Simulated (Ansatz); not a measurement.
TaS₂. The state is a quartet with charge 0. Geometry r2SCAN-D4/def2-TZVP; atoms count from 1.

```tsv
atom	x (Å)	y (Å)	z (Å)
Ta1	0.457	0.644	0.479
S2	-0.372	0.773	-1.575
S3	-0.085	-1.417	1.096
```

In the def2 sets Ta takes a core potential; there is no spin–orbit coupling. At PBE0-D4/def2-TZVP a doublet of charge 0 lies 1.73 eV below the quartet, each at its own geometry. The structure comes from a short search, and lower isomers may exist.

(1) Estimate the Mulliken populations from the PBE0/def2-TZVP orbitals of Ansatz.

(2) Where does the spin sit?

(3) And the Mayer bond orders between bonded heavy atoms (over 0.3)?

Results:

(1) 
| atom | charge (e) | spin (α − β) | d electrons |
| --- | --- | --- | --- |
| Ta1 | 0.56 | 1.97 | 3.27 |
| S2 | -0.28 | 0.51 | – |
| S3 | -0.28 | 0.51 | – |
Mulliken values and Mayer orders depend strongly on the basis.

(2) Summed by element: Ta 1.97, S 1.03, of 3 unpaired in all. Largest on single atoms: Ta1 1.97, S2 0.51, S3 0.51.

(3) Ta1–S2 1.86 (2.22 Å); Ta1–S3 1.86 (2.22 Å).
